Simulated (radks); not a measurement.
Values are calculated unless marked as measured or tabulated.
Charge is removed step by step from the 5d5/2 level of the osmium ion Os2+, starting from [Xe] 4f14 5d(3/2: 4, 5/2: 2). Code: a radial shooting solver on a logarithmic mesh with Libxc functionals. Model: Dirac Kohn-Sham, PBE, spin-unpolarised, spherical densities, point nucleus.

removed (e),E - E(0) (eV),eigenvalue (eV),E minus straight line (eV)
0,0.000,-22.262,0.000
0.1,2.283,-23.398,-0.530
0.2,4.680,-24.548,-0.945
0.3,7.193,-25.710,-1.245
0.4,9.822,-26.886,-1.427
0.5,12.570,-28.073,-1.492
0.6,15.438,-29.274,-1.437
0.7,18.425,-30.486,-1.262
0.8,21.535,-31.709,-0.964
0.9,24.768,-32.945,-0.544
1,28.124,-34.191,0.000

Removing the whole electron costs 28.124 eV by Delta-SCF, against 22.262 eV from minus the eigenvalue at the starting occupation. Slater's transition state (half an electron removed) gives 28.073 eV. Integrating minus the eigenvalue over the occupation (Janak's theorem) gives 28.124 eV. The mean slope of the eigenvalue, de/dn, is 11.9 eV per electron. Ionisation energy of Os2+ in the NIST Atomic Spectra Database: 25 eV (theoretical).

Beside tabulated values, note that spin-unpolarised runs miss the spin-polarisation part of the exchange energy of open shells.
